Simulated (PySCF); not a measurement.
Al(H)(Me)(SiH3) (CH7AlSi), SMILES [SiH3][AlH][CH3]. Geometry: ωB97X-D3(BJ)/def2-SVP.

**Question.** Give the equilibrium geometry at ωB97X-D3(BJ)/def2-SVP (PySCF confirms it by a frequency run) as Cartesian coordinates in Å. (An estimate is asked for; the answer gives what the named calculation found.)

**Answer.** 
```xyz
10

Al    -0.4379     0.1247    -0.7559
H     -1.1927    -0.6569    -1.9211
C     -0.3274     2.0777    -0.8410
H      0.1647     2.3996    -1.7764
H      0.2214     2.5276     0.0016
H     -1.3386     2.5227    -0.8616
Si     0.5383    -1.1741     1.0711
H      1.1935    -0.3173     2.1092
H      1.5759    -2.1270     0.5601
H     -0.5020    -1.9996     1.7651
```
Charge 0, spin multiplicity 1.
